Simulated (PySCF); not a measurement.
The numbers are results of r2SCAN-D4/def2-TZVP (PySCF), not measurements. Isolated molecules, 0 K electronic values unless said otherwise. One relaxed conformer stands for a flexible species; it need not be the lowest. Excitations are Tamm–Dancoff values on a coarser integration grid. The basis has no diffuse functions, so Rydberg states are missing or too high.

Reference species (SMILES): `B1/C(=B\[H])O1` (neutral, multiplicity 1).

| Item | Value |
|---|---|
| S1 oscillator strength | 0.000 |
| brightest of the four lowest singlets (TDA) | 5.99 eV |
| S1–T1 gap (TDA) | 0.72 eV |

Changed species: `B1(C=B1)O`.

Task: What does the change do to the S1 oscillator strength, brightest of the four lowest singlets (TDA) and S1–T1 gap (TDA)?

Result: the S1 oscillator strength stays essentially unchanged; the brightest of the four lowest singlets (TDA) rises by 0.11 eV, to 6.10 eV; the S1–T1 gap (TDA) goes up by 0.82 eV, to 1.54 eV.
